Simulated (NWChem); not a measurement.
Everything below was run with NWChem. System: BCl (+1), charge 1, spin multiplicity 2, at a geometry optimised with UPBE0/def2-SVP. The structure started from a generated list of species. Its SCF solution wasn't tested for a lower state. Level: UCCSD(T)/def2-SVP, 6 core orbitals frozen.

The NWChem input:

```
start mol
memory heap 100 mb stack 700 mb global 1900 mb
charge 1
geometry units angstroms nocenter noautoz
  B      0.000000     0.000000     1.239198
  Cl     0.000000     0.000000    -0.364470
  symmetry group C2v
end
basis spherical
  * library def2-svp
end
scf
  uhf
  nopen 1
  maxiter 100
  thresh 1e-7
  semidirect memsize 60000000 filesize 0
  # guess.movecs holds the orbitals of an unrestricted PBE0 run
  vectors input guess.movecs output mol.movecs
end
tce
  freeze core 6
  ccsd(t)
  thresh 1e-6
  maxiter 100
  tilesize 24
end
task tce energy
```

NWChem printed:

```
             Northwest Computational Chemistry Package (NWChem) 7.3.0
             --------------------------------------------------------

                                NWChem Input Module
                                -------------------

 Scaling coordinates for geometry "geometry" by  1.889725989
 (inverse scale =  0.529177249)

 Turning off AUTOSYM since
 SYMMETRY directive was detected!

                             Geometry "geometry" -> ""
                             -------------------------

 Output coordinates in angstroms (scale by  1.889725989 to convert to a.u.)

  No.       Tag          Charge          X              Y              Z
 ---- ---------------- ---------- -------------- -------------- --------------
    1 B                    5.0000     0.00000000     0.00000000     1.23919800
    2 Cl                  17.0000     0.00000000     0.00000000    -0.36447000

 Effective nuclear repulsion energy (a.u.)      28.0482407612

            Nuclear Dipole moment (a.u.)
            ----------------------------
        X                 Y               Z
 ---------------- ---------------- ----------------
     0.0000000000     0.0000000000    -0.0000000000

      Symmetry information
      --------------------

 Group name             C2v
 Group number             16
 Group order               4
 No. of unique centers     2

      Symmetry unique atoms

     1    2


 Summary of "ao basis" -> "" (spherical)
 ------------------------------------------------------------------------------
       Tag                 Description            Shells   Functions and Types
 ---------------- ------------------------------  ------  ---------------------
 *                          def2-svp                  on all atoms

 Summary of "ao basis" -> "ao basis" (spherical)
 ------------------------------------------------------------------------------
       Tag                 Description            Shells   Functions and Types
 ---------------- ------------------------------  ------  ---------------------
 B                          def2-svp                 6       14   3s2p1d
 Cl                         def2-svp                 8       18   4s3p1d

                                 NWChem SCF Module
                                 -----------------

  ao basis        = "ao basis"
  functions       =    32
  atoms           =     2
  alpha electrons =    11
  beta  electrons =    10
  charge          =   1.00
  wavefunction    = UHF
  use symmetry    = T
  symmetry adapt  = T

 Summary of "ao basis" -> "ao basis" (spherical)
 ------------------------------------------------------------------------------
       Tag                 Description            Shells   Functions and Types
 ---------------- ------------------------------  ------  ---------------------
 B                          def2-svp                 6       14   3s2p1d
 Cl                         def2-svp                 8       18   4s3p1d

      Symmetry analysis of basis
      --------------------------

        a1         16
        a2          2
        b1          7
        b2          7

 Forming initial guess at       0.1s

   Symmetry analysis of molecular orbitals - initial alpha
   -------------------------------------------------------

  Numbering of irreducible representations:

     1 a1          2 a2          3 b1          4 b2

  Orbital symmetries:

     1 a1          2 a1          3 a1          4 b2          5 b1
     6 a1          7 a1          8 a1          9 b2         10 b1
[...]
    Atom       Charge   Shell Charges
 -----------   ------   -------------------------------------------------------
    1 B    5     2.70   1.00  0.70  0.13  0.71  0.13  0.04
    2 Cl  17     8.30   1.00  1.00  0.63  0.31  2.97  1.04  1.33  0.02

   Mulliken analysis of the beta density
   -------------------------------------

    Atom       Charge   Shell Charges
 -----------   ------   -------------------------------------------------------
    1 B    5     1.64   0.99  0.26 -0.00  0.30  0.05  0.04
    2 Cl  17     8.36   1.00  1.00  0.63  0.31  2.97  1.06  1.37  0.02

   Mulliken analysis of the spin density
   -------------------------------------

    Atom       Charge   Shell Charges
 -----------   ------   -------------------------------------------------------
    1 B    5     1.06   0.00  0.43  0.13  0.41  0.08 -0.00
    2 Cl  17    -0.06   0.00  0.00  0.00 -0.00 -0.00 -0.01 -0.05  0.00

       Multipole analysis of the density wrt the origin
       ------------------------------------------------

     L   x y z        total         alpha         beta         nuclear
     -   - - -        -----         -----         ----         -------
     0   0 0 0      1.000000    -11.000000    -10.000000     22.000000

     1   1 0 0      0.000000      0.000000      0.000000      0.000000
     1   0 1 0      0.000000      0.000000      0.000000      0.000000
     1   0 0 1      1.419510     -1.009560      2.429070     -0.000000

     2   2 0 0    -11.203367     -6.166372     -5.036994      0.000000
     2   1 1 0     -0.000000     -0.000000      0.000000      0.000000
     2   1 0 1      0.000000      0.000000     -0.000000      0.000000
     2   0 2 0    -11.203367     -6.166372     -5.036994      0.000000
     2   0 1 1      0.000000      0.000000     -0.000000      0.000000
     2   0 0 2     -6.319242    -26.833662    -14.968786     35.483205

                   NWChem Extensible Many-Electron Theory Module
                   ---------------------------------------------


            General Information
            -------------------
      Number of processors :     1
         Wavefunction type : Unrestricted Hartree-Fock
          No. of electrons :    21
           Alpha electrons :    11
            Beta electrons :    10
           No. of orbitals :    64
            Alpha orbitals :    32
             Beta orbitals :    32
        Alpha frozen cores :     6
         Beta frozen cores :     6
     Alpha frozen virtuals :     0
      Beta frozen virtuals :     0
         Spin multiplicity : doublet
    Number of AO functions :    32
       Number of AO shells :    14
        Use of symmetry is : on
      Symmetry adaption is : on
         Schwarz screening : 0.10D-09

          Correlation Information
          -----------------------
          Calculation type : Coupled-cluster singles & doubles w/ perturbation
   Perturbative correction : (T)
            Max iterations :      100
        Residual threshold : 0.10D-05
     T(0) DIIS level shift : 0.00D+00
     L(0) DIIS level shift : 0.00D+00
     T(1) DIIS level shift : 0.00D+00
     L(1) DIIS level shift : 0.00D+00
     T(R) DIIS level shift : 0.00D+00
     T(I) DIIS level shift : 0.00D+00
   CC-T/L Amplitude update :  5-th order DIIS
                I/O scheme : Global Array Library
        L-threshold :  0.10D-05
        EOM-threshold :  0.10D-05
 no EOMCCSD initial starts read in
 TCE RESTART OPTIONS
 SLICE:      F
 D4D5:       F
 quantumc:   F
 qrotation:  F
 pwtce:      F
 qducc:      F
 nacto:                         0
 nrotv:                         0
 nrot:                          0

            Memory Information
            ------------------
          Available GA space size is     249034752 doubles
          Available MA space size is     104855244 doubles

 Maximum block size supplied by input
 Maximum block size        24 doubles

 tile_dim =     10

 -------------------------------------------------

 Global array virtual files algorithm will be used

 Parallel file system coherency ......... OK


 half-transformed integrals in memory

 2-e (intermediate) file size =         1541120
 2-e (intermediate) file name = ./mol.v2i

 2-e integrals stored in memory



CCSD iterations
 ---------------------------------------------------------
 Iter          Residuum       Correlation     Cpu    Wall
 ---------------------------------------------------------
    1   0.0957059245561  -0.1739205411767     0.2     0.2
    2   0.0291502587312  -0.1858747572261     0.2     0.2
    3   0.0128071410510  -0.1890865804087     0.2     0.2
    4   0.0072593845764  -0.1901245778224     0.2     0.2
    5   0.0045843887068  -0.1906186632947     0.2     0.2
    6   0.0015695085761  -0.1912225764644     0.2     0.2
    7   0.0009286168798  -0.1911763943702     0.2     0.2
    8   0.0006520009170  -0.1911943905717     0.2     0.2
    9   0.0004678660739  -0.1911899412478     0.2     0.2
   10   0.0003390518838  -0.1911959403461     0.2     0.2
   11   0.0000468133109  -0.1912065902719     0.2     0.2
   12   0.0000189554710  -0.1912078625389     0.2     0.2
   13   0.0000112141446  -0.1912090455162     0.2     0.2
   14   0.0000070549720  -0.1912094888988     0.2     0.2
   15   0.0000047190804  -0.1912097677915     0.2     0.2
   16   0.0000017343702  -0.1912101393389     0.2     0.2
   17   0.0000010128300  -0.1912101378457     0.2     0.2
   18   0.0000007194591  -0.1912101548390     0.2     0.2
 -----------------------------------------------------------------
 Iterations converged
 CCSD correlation energy / hartree =        -0.191210154838982
 CCSD total energy / hartree       =      -483.831887530813333

 Singles contributions

 Doubles contributions
 CCSD(T)
 Using plain CCSD(T) code
             total no. of tasks          460
 total no. of tasks / no. procs          460
                         wl_min           16           1.6
                         wl_max        19683           5.2
        thresh for no. of tasks          460

 CCSD[T]  correction energy / hartree =        -0.008256542465244
 CCSD[T] correlation energy / hartree =        -0.199466697304226
 CCSD[T] total energy / hartree       =      -483.840144073278566
 CCSD(T)  correction energy / hartree =        -0.007491524845725
 CCSD(T) correlation energy / hartree =        -0.198701679684707
 CCSD(T) total energy / hartree       =      -483.839379055659037

 Task  times  cpu:        4.6s     wall:        4.6s

 Total times  cpu:        4.7s     wall:        4.7s
```
